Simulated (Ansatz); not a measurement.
A made-up structure of ZnBH3, closed shell:

| atom | x (Å) | y (Å) | z (Å) |
| --- | --- | --- | --- |
| B1 | -0.1791 | -0.6507 | 0.2366 |
| Zn2 | 0.2426 | 0.8799 | -0.3203 |
| H3 | -1.2520 | -0.7306 | 0.7915 |
| H4 | 0.6301 | -1.5266 | 0.0298 |
| H5 | 0.5584 | 2.0278 | -0.7377 |

It is relaxed with PBE-D4/def2-SVP and then PBE0-D4/def2-TZVP (Ansatz 0.2.0). Atoms count as bonded within 1.22 times the sum of their covalent radii (H–H: 0.88 Å). The end point is not checked to be a true minimum.

Does its bonding change? (A judgement: the text doesn't fix the answer.)

Computed: No: no bond forms or breaks.

Where it ends: The first stage lowers the energy by 2.34 eV in 6 steps. It ends as ZnBH₃ ([BH2][ZnH]):
B1  (-0.221, -0.803, 0.292)
Zn2  (0.299, 1.086, -0.395)
H3  (-1.255, -1.025, 0.860)
H4  (0.488, -1.762, 0.154)
H5  (0.690, 2.504, -0.911)
(Å)

Labels in which every atom is bracketed show which atoms are joined, not bond orders.

For scale, one of the runs: PBE0-D4/def2-TZVP relaxation, 97 basis functions, launched by `ansatz run in.yaml --threads 2 --pin off --events-out ev --progress --plain --max-ram 4352MiB`. The run took about 13 s on 2 CPU threads of an Arm Neoverse N1 (shared host).
